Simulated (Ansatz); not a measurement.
## What each rung costs, and what it gives

Saddle point of SiNH5O3, singlet (SiNH₅O₃ ([NH2][Si]([OH])([OH])[OH]) → SiH₂O₃ ([O][Si]([OH])[OH]) + NH₃ (still joined by a long Si–N bond); bonds formed: N2–H4; bonds broken: O3–H4; bonds weakened to dative contacts: Si1–N2), PBE0-D4/def2-TZVP structure:

Si1  (-0.507, -0.183, -0.012)
N2  (1.308, 0.023, -0.335)
O3  (-0.622, -0.663, -1.504)
H4  (0.723, -0.386, -1.330)
O5  (-1.181, 1.232, 0.462)
O6  (-0.657, -1.210, 1.243)
H7  (1.953, -0.617, 0.111)
H8  (1.708, 0.950, -0.384)
H9  (-1.573, 1.742, -0.249)
H10  (-1.153, -0.888, 1.997)
(Å)

Barriers are electronic and count from the start structure reached by relaxing down the imaginary mode.

Computed with Ansatz 0.2.0 (basis: as named in each row); correlated methods freeze the cores. B3LYP uses VWN-RPA correlation. Extrapolation: Hartree–Fock as exp(−7.88 √X), correlation as X^−2.97.

Times are rough, for one single point on 4 threads of a shared host (Arm Neoverse V2).

The estimate by CCSD(T) at an estimated basis limit (MP2 extrapolated from triple and quadruple zeta, plus CCSD(T) − MP2 in triple zeta) is 1.810 eV.

```tsv
method	basis	time (s)	barrier (eV)	method less estimate
HF	STO-3G	under 1	3.465	1.655
PBE-D4	STO-3G	under 1	1.337	-0.473
SPW92	def2-SVP	under 1	1.260	-0.550
B3LYP-D4	6-31G	under 1	1.837	0.027
PBE-D4	def2-SVP	under 1	1.399	-0.411
PBE0-D4	def2-SVP	under 1	1.640	-0.170
SPW92	def2-TZVPP	1	1.352	-0.458
PBE-D4	def2-TZVPP	2	1.479	-0.331
BLYP-D4	def2-TZVPP	2	1.599	-0.211
BHLYP-D4	def2-TZVPP	2	1.989	0.179
PBE0-D4	def2-TZVPP	2	1.689	-0.121
B3LYP-D4	def2-TZVPP	2	1.756	-0.054
CAM-B3LYP-D4	def2-TZVPP	2	1.799	-0.011
wB97M-V	def2-SVP	3	1.716	-0.094
r2SCAN-D4	def2-TZVPP	3	1.650	-0.160
r2SCAN0-D4	def2-TZVPP	4	1.791	-0.019
CCSD(T)	def2-SVP	4	1.785	-0.025
B2PLYP	def2-TZVPP	4	1.752	-0.058
PBE-QIDH	def2-TZVPP	4	1.783	-0.027
RPA on PBE	def2-TZVPP	4	1.762	-0.048
B97M-V	def2-TZVPP	6	1.797	-0.013
wB97X-V	def2-TZVPP	6	1.787	-0.023
wB97M-V	def2-TZVPP	7	1.775	-0.035
MP2	def2-QZVPP	17	1.734	-0.076
CCSD(T)	def2-TZVPP	130	1.801	-0.009
```

All methods are single points on the PBE0-D4 structures.

The T1 diagnostic stays at or below 0.013.

Labels in which every atom is bracketed show which atoms are joined, not bond orders.
